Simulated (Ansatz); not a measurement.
Start from `O[CH2][GaH2]` and change one atom or group to get `OCF`.

Ansatz, PBE0-D4/def2-TZVP geometries, multiplicity 1. Each molecule was computed in one conformer, which needn't be the lowest.

Scalar relativity is left out up to krypton.

| property | `O[CH2][GaH2]` |
| --- | --- |
| HOMO energy (ωB97M-V/def2-TZVPP) / eV | -9.83 |
| HOMO–LUMO gap (PBE0/def2-TZVPP) / eV | 6.14 |
| HOMO energy (PBE/def2-TZVPP) / eV | -6.34 |
| HOMO energy (PBE0/def2-TZVPP) / eV | -7.60 |
| HOMO–LUMO gap (PBE/def2-TZVPP) / eV | 4.04 |
| LUMO energy (ωB97M-V/def2-TZVPP) / eV | 0.24 |

**Question.** What does the change do to each property? (An estimate is asked.)

**Answer.** The calculation gave: 
| property | `OCF` | shift |
| --- | --- | --- |
| HOMO energy (ωB97M-V/def2-TZVPP) / eV | -11.58 | -1.75 |
| HOMO–LUMO gap (PBE0/def2-TZVPP) / eV | 10.11 | 3.97 |
| HOMO energy (PBE/def2-TZVPP) / eV | -7.37 | -1.03 |
| HOMO energy (PBE0/def2-TZVPP) / eV | -9.12 | -1.52 |
| HOMO–LUMO gap (PBE/def2-TZVPP) / eV | 7.46 | 3.42 |
| LUMO energy (ωB97M-V/def2-TZVPP) / eV | 2.43 | 2.19 |

With PBE0 the HOMO falls by 1.52 eV and the LUMO rises by 2.45 eV, so the gap widens by about 3.97 eV. PBE moves the HOMO by -1.03 eV and ωB97M-V by -1.75 eV.
